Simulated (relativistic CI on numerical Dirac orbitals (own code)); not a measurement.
Cu²⁺ in a cubic cluster: 2p photoemission with charge transfer

Computed with a charge-transfer multiplet model of a cubic metal-ligand cluster with up to one ligand hole, Slater and spin-orbit integrals from Dirac-Coulomb-Breit ions, Slater integrals scaled by 0.7. The ground state mixes d9 with configurations of k ligand holes L, whose averages lie at kΔ + k(k − 1)U_dd/2; a core hole lowers each added d electron by U_cd. 300 K, Lorentzian 0.6 eV and Gaussian 0.8 eV FWHM.

Atomic integrals in eV (Slater integrals scaled, ζ unscaled), ground: F2dd 9.683, F4dd 6.042, zeta_d 0.099; with the core hole: F2dd 9.683, F4dd 6.042, zeta_d 0.138, zeta_core 13.377, F2cd 6.178, G1cd 4.735, G3cd 2.694.

Cluster parameters (eV): Δ = 0.3, U_dd = 6.6, U_cd = 8, 10Dq = 0.3, 10Dq(ligand) = 1.4, final-state hopping factor = 0.9.

| Case | n_d | d9 | d10L | S |
| --- | --- | --- | --- | --- |
| V(eg) = 1.8 eV, V(t2g) = -0.84 eV | 9.55 | 0.45 | 0.55 | 0.50 |
| V(eg) = 2.1 eV, V(t2g) = -0.98 eV | 9.54 | 0.46 | 0.54 | 0.50 |
| V(eg) = 2.4 eV, V(t2g) = -1.12 eV | 9.54 | 0.46 | 0.54 | 0.50 |
| V(eg) = 2.7 eV, V(t2g) = -1.26 eV | 9.53 | 0.47 | 0.53 | 0.50 |
| V(eg) = 3 eV, V(t2g) = -1.4 eV | 9.53 | 0.47 | 0.53 | 0.50 |

Weights, n_d and S are thermal averages at 300 K. Binding energies count from the first peak over 30 % of the highest in each spectrum, which can be another peak from case to case. The parameters are a model scan and need not match a compound or its usual spin state. Peaks in eV (height, largest 100):
- V(eg) = 1.8 eV, V(t2g) = -0.84 eV: 0.0 (100), 7.9 (17), 10.3 (13), 20.0 (50), 29.2 (13)
- V(eg) = 2.1 eV, V(t2g) = -0.98 eV: 0.0 (100), 8.1 (15), 10.5 (12), 20.0 (50), 29.4 (12)
- V(eg) = 2.4 eV, V(t2g) = -1.12 eV: 0.0 (100), 8.4 (13), 10.8 (11), 20.1 (50), 29.7 (11)
- V(eg) = 2.7 eV, V(t2g) = -1.26 eV: 0.0 (100), 8.7 (11), 9.5 (10), 11.0 (10), 20.1 (50), 29.9 (10)
- V(eg) = 3 eV, V(t2g) = -1.4 eV: 0.0 (100), 8.9 (9), 9.9 (10), 11.2 (10), 20.0 (50), 30.1 (9)

Curve for V(eg) = 2.7 eV, V(t2g) = -1.26 eV (points under 2 left out, the grid thinned):

```tsv
E (eV)	Intensity
-2.7	2.1
-2.3	3.0
-1.9	4.4
-1.5	7.4
-1.1	15.4
-0.7	38.6
-0.3	81.9
0.1	98.0
0.5	60.3
0.9	24.7
1.3	10.6
1.7	5.8
2.1	3.7
2.5	2.6
7.4	2.3
7.8	4.8
8.2	8.8
8.6	10.9
9.0	10.5
9.4	10.3
9.8	10.2
10.2	9.4
10.6	9.4
11.0	10.2
11.4	8.0
11.8	4.1
18.1	2.1
18.5	3.4
18.9	6.5
19.3	15.8
19.7	36.2
20.1	49.8
20.5	34.7
20.9	14.9
21.3	6.2
21.7	3.2
22.1	2.0
28.6	3.3
29.0	4.9
29.4	7.4
29.8	9.7
30.2	8.8
30.6	6.2
31.0	4.1
31.4	2.2
```

For the case V(eg) = 2.7 eV, V(t2g) = -1.26 eV, Δ = 0.3 eV is smaller than U_dd = 6.6 eV, the charge-transfer side of the Zaanen-Sawatzky-Allen scheme. With the core hole the average of the configuration with one ligand hole lies at Δ − U_cd = -7.7 eV before mixing: it lies below the unscreened one, so the lowest final states are mostly screened and the unscreened weight appears at higher binding energy as a satellite.
